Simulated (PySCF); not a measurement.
A species of formula C6H7NO has this rotational fingerprint, computed with PBE0-D3(BJ)/def2-SVP geometry optimisation, gas phase (PySCF):

* Rotational constants: A = 5324, B = 1574, C = 1225 MHz
* Dipole components: |μa| = 3.20 D, |μb| = 0.71 D, |μc| = 0.00 D
* Inertial defect: -3.25 u·Å²
* κ: -0.83

Task: Which structure is it? (One computed conformer of each.)
A. `[OH:1][CH2:2][c:3]1[cH:4][cH:5][cH:6][cH:7][n:8]1` with H–O1–C2–C3 0°, O1–C2–C3–C4 180°
B. `[CH3:1][C:2](=[O:3])[CH2:4]/[CH:5]=[CH:6]\[C:7]#[N:8]` with C1–C2–C4–C5 -165°, C2–C4–C5–C6 147°
C. `[CH3:1][O:2][c:3]1[cH:4][cH:5][n:6][cH:7][cH:8]1` with C1–O2–C3–C4 180° (4-methoxypyridine)
D. `[CH:1]#[C:2][C:3]1([C:4]([NH2:5])=[O:6])[CH2:7][CH2:8]1` with C2–C3–C4–N5 0°, C3–C4–N5–H 179° and 1°
E. `[NH2:1][c:2]1[cH:3][cH:4][cH:5][c:6]([OH:7])[cH:8]1` with C5–C6–O7–H 0°

Result: C. It is COc1ccncc1, an asymmetric top, point group Cs. The candidates at the same level (rigid rotor, commonest isotopes):

```tsv
SMILES	A (MHz)	B (MHz)	C (MHz)	μa (D)	μb (D)	μc (D)	Δ (u·Å²)	point group	rotor
C#CC1(C(N)=O)CC1	2859	2106	1338	2.42	1.60	0.00	-38.97	Cs	asymmetric top
OCc1ccccn1	5056	1602	1226	3.59	1.36	0.00	-3.16	Cs	asymmetric top
CC(=O)C/C=C\C#N	4588	1007	852.9	2.09	0.15	1.05	-19.53	C1	near-prolate asymmetric top
COc1ccncc1	5324	1574	1225	3.20	0.71	0.00	-3.25	Cs	asymmetric top
Nc1cccc(O)c1	3749	1833	1232	0.66	0.23	0.87	-0.32	near Cs	asymmetric top
```

`C#CC1(C(N)=O)CC1` has A 46 % too low; `OCc1ccccn1` has A 5 % too low; `Nc1cccc(O)c1` has A 30 % too low; `CC(=O)C/C=C\C#N` has B 36 % too low. In the right answer the mirror of this Cs structure is the ab plane, so μc vanishes by symmetry. No structure here is proved a minimum.
